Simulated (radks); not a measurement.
Species: the cerium ion Ce38+. Configuration: [Ar] 3d2.

All-electron calculation, scalar-relativistic Kohn-Sham, exchange-only LDA, spin-polarised, spherical densities, point nucleus; open shells are filled with parallel spins first (spin-orbit coupling, left out, can overturn this in heavy ions). Program: a radial shooting solver on a logarithmic mesh with Libxc functionals.

Energy parts (eV):
part                  energy
total             -209938.81
kinetic            224214.16
electron-nucleus  -464851.79
Hartree             34236.81
exchange            -3537.99

Orbitals (lengths in bohr, moments of r in powers of bohr; r(max) is where P^2 peaks):
orbital	occ.	eigenvalue (eV)	r(max)
1s up	1	-42275.54	0.01575
1s down	1	-42275.30	0.01575
2s up	1	-8441.118	0.08886
2s down	1	-8432.238	0.08882
2p up	3	-7784.042	0.07144
2p down	3	-7777.104	0.07140
3s up	1	-3095.031	0.2438
3s down	1	-3085.355	0.2439
3p up	3	-2889.805	0.2360
3p down	3	-2879.837	0.2362
3d up	2	-2642.191	0.1888
3d down	0	-2629.901	0.1890

The highest occupied level is 3d up at -2642.2 eV. Spin moment in Bohr magnetons: 2.
